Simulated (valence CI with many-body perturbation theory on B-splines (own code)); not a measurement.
**Ladder of approximations for Te XIV**

Computed by valence CI with perturbative core correlation (CI+MBPT): three valence electrons over a frozen Dirac-Fock core [Kr], radial functions for each j: 9 s, 9 p, 10 d, 8 f, 5 g, 3 h, 1 i, with the one-electron correlation potential Σ1, the two-electron term Σ2, the three-electron term Σ3, Breit, model QED; selected CI, second order for the rest (own B-spline code, finite nucleus).

No measured spectrum was set against this ion. As an estimate, terms of the open shell hold to 2 to 4 % of their energy, and close levels can change places. Core correlation moves these levels by up to 3300 cm⁻¹, and in measured spectra 5 to 20 % of such shifts remained as error; rates that hang on mixing are uncertain with them. Only levels of the ground parity were solved; by the run's estimate the other parity begins above the list, which can be wrong where configurations are misplaced.

Each rung adds one term. CI alone is the Dirac-Coulomb CI over the frozen core; QED comes last and gives the full result, which names the levels. Energies are above 4d3 4F_3/2 on the same rung, in eV.

Names give the largest LS component (configuration and term), which can be under half, so a name can repeat, a term be missing and a line seem to break the LS rules; names also repeat where a configuration has a term twice. Letters in brackets count levels of one name in rising energy.

```tsv
Level	CI alone
4d3 4F_5/2	1.018
4d3 4F_7/2	1.965
4d3 4F_9/2	2.737
4d3 4P_3/2	3.196
4d3 4P_1/2	3.598
4d3 2G_7/2	4.714
4d3 2H_9/2	4.925
4d3 4P_5/2	4.945
4d3 2D_3/2 [a]	5.598
4d3 2P_1/2	5.921
4d3 2H_11/2	6.721
4d3 2D_5/2 [a]	7.022
4d3 2G_9/2	7.297
4d3 2P_3/2	7.945
4d3 2F_5/2	8.783
4d3 2F_7/2	8.825
```

(1) What do these energies become with core correlation, Breit and QED?

(2) How does the ionisation energy move along the ladder, and which term matters most?

Results:

(1) 4d3 4F_5/2 1.022 (+0.0047); 4d3 4F_7/2 1.947 (-0.0178); 4d3 4F_9/2 2.660 (-0.0777); 4d3 4P_3/2 3.131 (-0.0657); 4d3 4P_1/2 3.499 (-0.0990); 4d3 2G_7/2 4.472 (-0.2421); 4d3 2H_9/2 4.611 (-0.3146); 4d3 4P_5/2 4.840 (-0.1047); 4d3 2D_3/2 [a] 5.552 (-0.0460); 4d3 2P_1/2 5.920 (-0.0009); 4d3 2H_11/2 6.268 (-0.4533); 4d3 2D_5/2 [a] 6.874 (-0.1476); 4d3 2G_9/2 6.995 (-0.3013); 4d3 2P_3/2 7.998 (+0.0526); 4d3 2F_5/2 8.307 (-0.4763); 4d3 2F_7/2 8.337 (-0.4884).

(2) CI alone 296.80, + Σ1 298.93, + Σ2 300.19, + Σ3 300.20, + Breit 300.13, + QED 300.15 eV. The largest step is Σ1, 2.13 eV. NIST lists 299 ± 3 eV (theoretical).
